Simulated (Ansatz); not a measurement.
Ansatz (an electronic-structure program) input file for CH3F3OSi, SMILES OC[Si](F)(F)F, B3LYP-D3(BJ)/def2-SVP. 

Ansatz 0.2 input:
```yaml
crystal:
  periodic: [false, false, false]
  atoms:
    - {symbol: O, position_ang: [-2.33767252, 0.29697873, -0.05742406]}
    - {symbol: C, position_ang: [-1.36698144, -0.71539918, 0.16651046]}
    - {symbol: Si, position_ang: [0.40009089, -0.07083195, -0.01976549]}
    - {symbol: F, position_ang: [0.82596132, 0.37870788, -1.47504664]}
    - {symbol: F, position_ang: [1.51467972, -1.09844299, 0.44635557]}
    - {symbol: F, position_ang: [0.61722502, 1.22581226, 0.87195409]}
    - {symbol: H, position_ang: [-2.20593189, 1.01554890, 0.57007204]}
    - {symbol: H, position_ang: [-1.52355050, -1.17541693, 1.15259864]}
    - {symbol: H, position_ang: [-1.58931576, -1.48661372, -0.57499115]}
basis:
  gaussian:
    orbitals: def2-SVP
hamiltonian:
  xc: b3lyp
  dispersion: d3bj
relax: {f_tol: 0.002, max_steps: 200}
```

Output:

```
WARN ansatz: RAYON_NUM_THREADS=1 ignored (pool sized by the plan → 1); use --threads N
Functional definition: B3LYP
integrals: 0.05 GiB planned
1046 factors; integrals over basis functions are off by at most 3.7e-4 eV
mean field: 0.43 GiB planned
mean field evaluation 1: about -19147.6224 eV, gradient 6.6e1 eV
mean field evaluation 2: about -19140.5986 eV, gradient 9.4e1 eV
mean field evaluation 4: about -19154.9546 eV, gradient 2.6e0 eV
mean field evaluation 8: about -19154.9824 eV, gradient 2.0e-1 eV
mean field evaluation 16: about -19154.9825 eV, gradient 1.7e-5 eV
mean field -19154.98248113 eV, -703.9326224682 hartree, gradient 1.7e-5 eV, S^2 0.000000; 0 other end points of the search recorded, 0 dependent functions left out
the calculation of the forces begins
reference -19154.98268873 eV, -703.9326300973 hartree; 29, 29 occupied and 74, 74 virtual orbitals, 1046 factors
relax step   1: F+E_penalty+E_count = -19155.26310073 eV  Δ(F+E_penalty+E_count) = +0.000e0 eV  max|allowed force component| = 1.091e0 eV/Å  Δτ_max = 0.0000 Å  (26 SCF iters, accepted)
these checks for a lower state are left out or cut short: starts, cluster_reference, orbital_swaps, neighbouring_geometries, increment
integrals: 0.05 GiB planned
1046 factors; integrals over basis functions are off by at most 3.7e-4 eV
mean field: 0.43 GiB planned
mean field -19155.05581465 eV, -703.9353174252 hartree, gradient 6.4e-5 eV, S^2 0.000000; 0 other end points of the search recorded, 0 dependent functions left out
the calculation of the forces begins
reference -19155.05602080 eV, -703.9353250010 hartree; 29, 29 occupied and 74, 74 virtual orbitals, 1046 factors
relax step   2: F+E_penalty+E_count = -19155.33808387 eV  Δ(F+E_penalty+E_count) = -7.498e-2 eV  max|allowed force component| = 5.558e-1 eV/Å  Δτ_max = 0.0447 Å  (25 SCF iters, accepted)
these checks for a lower state are left out or cut short: starts, cluster_reference, orbital_swaps, neighbouring_geometries, increment
integrals: 0.05 GiB planned
1046 factors; integrals over basis functions are off by at most 3.7e-4 eV
mean field: 0.43 GiB planned
mean field -19155.07558470 eV, -703.9360439610 hartree, gradient 6.3e-5 eV, S^2 0.000000; 0 other end points of the search recorded, 0 dependent functions left out
the calculation of the forces begins
reference -19155.07578993 eV, -703.9360515033 hartree; 29, 29 occupied and 74, 74 virtual orbitals, 1046 factors
relax step   3: F+E_penalty+E_count = -19155.35872550 eV  Δ(F+E_penalty+E_count) = -2.064e-2 eV  max|allowed force component| = 6.723e-2 eV/Å  Δτ_max = 0.0451 Å  (24 SCF iters, accepted)
these checks for a lower state are left out or cut short: starts, cluster_reference, orbital_swaps, neighbouring_geometries, increment
integrals: 0.05 GiB planned
1046 factors; integrals over basis functions are off by at most 3.7e-4 eV
mean field: 0.43 GiB planned
mean field -19155.07593117 eV, -703.9360566938 hartree, gradient 6.9e-5 eV, S^2 0.000000; 0 other end points of the search recorded, 0 dependent functions left out
the calculation of the forces begins
reference -19155.07613619 eV, -703.9360642279 hartree; 29, 29 occupied and 74, 74 virtual orbitals, 1046 factors
relax step   4: F+E_penalty+E_count = -19155.35914599 eV  Δ(F+E_penalty+E_count) = -4.205e-4 eV  max|allowed force component| = 1.557e-2 eV/Å  Δτ_max = 0.0074 Å  (25 SCF iters, accepted)
these checks for a lower state are left out or cut short: starts, cluster_reference, orbital_swaps, neighbouring_geometries, increment
integrals: 0.05 GiB planned
1046 factors; integrals over basis functions are off by at most 3.6e-4 eV
mean field: 0.43 GiB planned
mean field evaluation 32: about -19155.0561 eV, gradient 1.2e0 eV
mean field -19155.07626631 eV, -703.9360690100 hartree, gradient 6.8e-5 eV, S^2 0.000000; 0 other end points of the search recorded, 0 dependent functions left out
the calculation of the forces begins
reference -19155.07647093 eV, -703.9360765294 hartree; 29, 29 occupied and 74, 74 virtual orbitals, 1046 factors
relax step   5: F+E_penalty+E_count = -19155.35959278 eV  Δ(F+E_penalty+E_count) = -4.468e-4 eV  max|allowed force component| = 3.220e-2 eV/Å  Δτ_max = 0.0180 Å  (24 SCF iters, accepted)
these checks for a lower state are left out or cut short: starts, cluster_reference, orbital_swaps, neighbouring_geometries, increment
integrals: 0.05 GiB planned
1046 factors; integrals over basis functions are off by at most 3.5e-4 eV
mean field: 0.43 GiB planned
mean field -19155.07643296 eV, -703.9360751341 hartree, gradient 6.6e-5 eV, S^2 0.000000; 0 other end points of the search recorded, 0 dependent functions left out
the calculation of the forces begins
reference -19155.07663715 eV, -703.9360826381 hartree; 29, 29 occupied and 74, 74 virtual orbitals, 1046 factors
relax step   6: F+E_penalty+E_count = -19155.35989756 eV  Δ(F+E_penalty+E_count) = -3.048e-4 eV  max|allowed force component| = 2.843e-2 eV/Å  Δτ_max = 0.0247 Å  (23 SCF iters, accepted)
these checks for a lower state are left out or cut short: starts, cluster_reference, orbital_swaps, neighbouring_geometries, increment
integrals: 0.05 GiB planned
1046 factors; integrals over basis functions are off by at most 3.5e-4 eV
mean field: 0.43 GiB planned
mean field -19155.05168250 eV, -703.9351655716 hartree, gradient 7.1e-5 eV, S^2 0.000000; 0 other end points of the search recorded, 0 dependent functions left out
the calculation of the forces begins
reference -19155.05188685 eV, -703.9351730813 hartree; 29, 29 occupied and 74, 74 virtual orbitals, 1046 factors
relax step   7: F+E_penalty+E_count = -19155.33518011 eV  Δ(F+E_penalty+E_count) = +2.472e-2 eV  max|allowed force component| = 9.937e-1 eV/Å  Δτ_max = 0.0365 Å  (25 SCF iters, rejected (line search))
these checks for a lower state are left out or cut short: starts, cluster_reference, orbital_swaps, neighbouring_geometries, increment
integrals: 0.05 GiB planned
1046 factors; integrals over basis functions are off by at most 3.5e-4 eV
mean field: 0.43 GiB planned
mean field -19155.07649030 eV, -703.9360772413 hartree, gradient 9.1e-6 eV, S^2 0.000000; 0 other end points of the search recorded, 0 dependent functions left out
the calculation of the forces begins
reference -19155.07669445 eV, -703.9360847439 hartree; 29, 29 occupied and 74, 74 virtual orbitals, 1046 factors
relax step   8: F+E_penalty+E_count = -19155.35994705 eV  Δ(F+E_penalty+E_count) = -4.949e-5 eV  max|allowed force component| = 3.032e-3 eV/Å  Δτ_max = 0.0047 Å  (21 SCF iters, accepted)
these checks for a lower state are left out or cut short: starts, cluster_reference, orbital_swaps, neighbouring_geometries, increment
integrals: 0.05 GiB planned
1046 factors; integrals over basis functions are off by at most 3.5e-4 eV
mean field: 0.44 GiB planned
mean field -19155.07644169 eV, -703.9360754549 hartree, gradient 6.0e-6 eV, S^2 0.000000; 0 other end points of the search recorded, 0 dependent functions left out
the calculation of the forces begins
reference -19155.07664576 eV, -703.9360829543 hartree; 29, 29 occupied and 74, 74 virtual orbitals, 1046 factors
relax step   9: F+E_penalty+E_count = -19155.35995432 eV  Δ(F+E_penalty+E_count) = -7.271e-6 eV  max|allowed force component| = 3.009e-3 eV/Å  Δτ_max = 0.0054 Å  (21 SCF iters, accepted)
these checks for a lower state are left out or cut short: starts, cluster_reference, orbital_swaps, neighbouring_geometries, increment
integrals: 0.05 GiB planned
1046 factors; integrals over basis functions are off by at most 3.5e-4 eV
mean field: 0.43 GiB planned
mean field -19155.07646419 eV, -703.9360762817 hartree, gradient 2.3e-5 eV, S^2 0.000000; 0 other end points of the search recorded, 0 dependent functions left out
the calculation of the forces begins
reference -19155.07666826 eV, -703.9360837813 hartree; 29, 29 occupied and 74, 74 virtual orbitals, 1046 factors
relax step  10: F+E_penalty+E_count = -19155.35995532 eV  Δ(F+E_penalty+E_count) = -1.003e-6 eV  max|allowed force component| = 1.861e-3 eV/Å  Δτ_max = 0.0009 Å  (17 SCF iters, accepted)
integrals: 0.05 GiB planned
1046 factors; integrals over basis functions are off by at most 3.5e-4 eV
mean field: 0.43 GiB planned
mean field evaluation 64: about -19155.0765 eV, gradient 2.3e-5 eV
mean field -19155.07646419 eV, -703.9360762817 hartree, gradient 2.3e-5 eV, S^2 0.000000; 1 other end points of the search recorded, 0 dependent functions left out
the calculation of the forces begins
reference -19155.07666826 eV, -703.9360837813 hartree; 29, 29 occupied and 74, 74 virtual orbitals, 1046 factors
Total energy: -19155.36015940 eV, -703.9465018884 hartree
Atom 0 at    -2.292975     0.351648    -0.028769 Å, force     0.000323     0.000454     0.000218 eV/Å
Atom 1 at    -1.359481    -0.703838     0.146089 Å, force    -0.001303    -0.001861    -0.000333 eV/Å
Atom 2 at     0.386412    -0.069824    -0.021509 Å, force     0.000703     0.000940     0.000683 eV/Å
Atom 3 at     0.797431     0.287530    -1.531475 Å, force    -0.000124    -0.000255     0.000354 eV/Å
Atom 4 at     1.481064    -1.104614     0.540739 Å, force    -0.000595    -0.000074    -0.000470 eV/Å
Atom 5 at     0.502940     1.288893     0.838654 Å, force     0.000387     0.000605     0.000121 eV/Å
Atom 6 at    -2.141619     1.009728     0.663617 Å, force     0.000040     0.000201    -0.000138 eV/Å
Atom 7 at    -1.480577    -1.237091     1.111629 Å, force     0.000683     0.000484     0.000016 eV/Å
Atom 8 at    -1.558691    -1.452088    -0.638711 Å, force    -0.000115    -0.000494    -0.000452 eV/Å
Dipole moment:    -0.224059    -0.171693     0.257693 e Å
```

Self-consistency was reached.

Cost: roughly 40 core-seconds.
